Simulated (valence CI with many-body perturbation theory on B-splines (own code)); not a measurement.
# Tm19+: M1 decay

Computed by relativistic CI+MBPT: four valence electrons over a frozen Dirac-Fock core [Kr] 4d10, a basis of 7 s, 7 p, 7 d, 7 f, 4 g, 2 h functions for each j, with the one-electron correlation potential Σ1, the two-electron term Σ2, the three-electron term Σ3, Breit, model QED; selected CI, second order for the rest, scaled by the run's own slope (own B-spline code, finite nucleus).

No measured levels were compared; by estimate terms of the open shell hold to a few per cent of their energy, and close levels can change places.

Lines 1 to 50 of 120 in falling wavelength, among levels below 627450 cm⁻¹, chosen from the decays that carry over 1 % of a level's rate. Wavelengths and rates use the calculated energies, so an error of 2000 cm⁻¹ moves a line at 4484 nm by 90 % and its rate by three times that or more. S is in atomic units (e²a₀⁴ for E2 and M2, e²a₀⁶ for E3), for M1 in squared Bohr magnetons. Weak lines are less certain than strong ones. Lines between different terms over intervals too small for the method are left out, as are lines whose strength nearly cancels. Where a level lies close to another of its J and parity, the split of strength between their lines is uncertain. Intervals below about 2000 cm⁻¹, as at the head of this list, are uncertain by tens of per cent.

Names give the largest LS component (configuration and term), which can be under half, so a name can repeat, a term be missing and a line seem to break the LS rules; names also repeat where a configuration has a term twice. Letters in brackets count levels of one name in rising energy.

```csv
λ vac (nm),Upper,Lower,Type,A (s⁻¹),S (a.u.)
28650,4f4 5F_1,4f4 5F_2,M1,3.25e-03,8.50e+00
4484,4f4 5S_2,4f4 5F_3,M1,7.61e-02,1.27e+00
2470,4f4 3L_8 [a],4f4 3K_7 [a],M1,9.92e-01,9.42e+00
2388,4f4 3P_1 [a],4f4 3D_2 [a],M1,1.67e+00,2.54e+00
2119,4f4 3P_0 [a],4f4 3P_1 [a],M1,3.09e+00,1.09e+00
2014,4f4 5F_3,4f4 5F_2,M1,5.51e+00,1.17e+01
1948,4f4 5G_2,4f4 5F_3,M1,8.24e-01,1.13e+00
1700,4f4 5I_8,4f4 5I_7,M1,7.45e+00,2.31e+01
1575,4f4 5I_7,4f4 5I_6,M1,1.60e+01,3.47e+01
1466,4f4 3H_6 [a],4f4 5G_5,M1,7.95e+00,1.21e+01
1461,4f4 5I_6,4f4 5I_5,M1,2.33e+01,3.51e+01
1461,4f4 5S_2,4f4 5F_1,M1,1.20e+00,6.95e-01
1423,4f4 5G_3,4f4 5F_3,M1,6.68e-01,4.99e-01
1407,4f4 5I_5,4f4 5I_4,M1,2.09e+01,2.37e+01
1401,4f4 5G_3,4f4 5F_4 [a],M1,3.58e+00,2.55e+00
1390,4f4 5S_2,4f4 5F_2,M1,1.81e+00,8.99e-01
1365,4f4 5G_5,4f4 5G_4,M1,1.75e+01,1.82e+01
1348,4f4 1D_2 [a],4f4 3D_2 [a],M1,1.17e+00,5.34e-01
1309,4f4 5G_5,4f4 3H_5 [a],M1,2.96e+00,2.71e+00
1226,4f4 5F_4 [b],4f4 5F_3,M1,1.49e+01,9.17e+00
1213,4f4 3H_5 [a],4f4 5F_4 [b],M1,1.56e+01,1.13e+01
1211,4f4 3H_5 [a],4f4 5F_5,M1,6.52e+00,4.73e+00
1210,4f4 5F_5,4f4 5F_4 [a],M1,1.31e+01,9.46e+00
1209,4f4 5F_4 [b],4f4 5F_4 [a],M1,1.08e+01,6.35e+00
1168,4f4 5G_4,4f4 5F_4 [b],M1,3.07e+00,1.63e+00
1149,4f4 5G_6,4f4 3H_5 [a],M1,1.08e+01,7.91e+00
1081,4f4 3D_3 [a],4f4 3D_2 [a],M1,9.35e+00,3.06e+00
1032,4f4 3F_4 [a],4f4 3G_3 [a],M1,4.51e+00,1.66e+00
1032,4f4 5G_4,4f4 5G_3,M1,3.43e+01,1.26e+01
1026,4f4 5G_2,4f4 5F_1,M1,4.04e+00,8.07e-01
990.2,4f4 5G_2,4f4 5F_2,M1,4.29e+00,7.71e-01
945.2,4f4 3G_3 [a],4f4 5F_4 [b],M1,9.07e-01,1.99e-01
878.6,4f4 3D_3 [a],4f4 5G_4,M1,2.47e+00,4.35e-01
854.2,4f4 3F_4 [a],4f4 5G_4,M1,2.02e+00,4.20e-01
854.0,4f4 3G_3 [a],4f4 5G_3,M1,1.98e+00,3.20e-01
845.8,4f4 3D_2 [a],4f4 5G_3,M1,4.78e+00,5.37e-01
833.8,4f4 5G_3,4f4 5F_2,M1,1.11e+01,1.67e+00
831.7,4f4 3F_4 [a],4f4 3H_5 [a],M1,4.02e+00,7.72e-01
740.0,4f4 3L_8 [b],4f4 3L_8 [a],M1,1.17e+01,2.98e+00
735.1,4f4 3G_3 [a],4f4 5G_2,M1,5.21e+01,5.37e+00
729.0,4f4 3D_2 [a],4f4 5G_2,M1,9.74e+00,7.00e-01
683.4,4f4 3L_9,4f4 3L_8 [a],M1,3.73e+01,8.39e+00
677.3,4f4 3K_8 [a],4f4 3L_8 [a],M1,4.38e+01,8.58e+00
629.1,4f4 5G_5,4f4 5F_5,M1,9.64e+00,9.79e-01
628.2,4f4 3L_7,4f4 3K_7 [a],M1,3.49e+01,4.82e+00
605.8,4f4 3G_3 [a],4f4 5S_2,M1,2.51e+00,1.45e-01
605.4,4f4 3H_5 [a],4f4 5F_4 [a],M1,7.83e+00,7.09e-01
601.7,4f4 3D_2 [a],4f4 5S_2,M1,2.86e+01,1.15e+00
594.1,4f4 5G_4,4f4 5F_4 [a],M1,2.10e+01,1.47e+00
589.6,4f4 5G_6,4f4 5F_5,M1,2.50e+01,2.47e+00
```
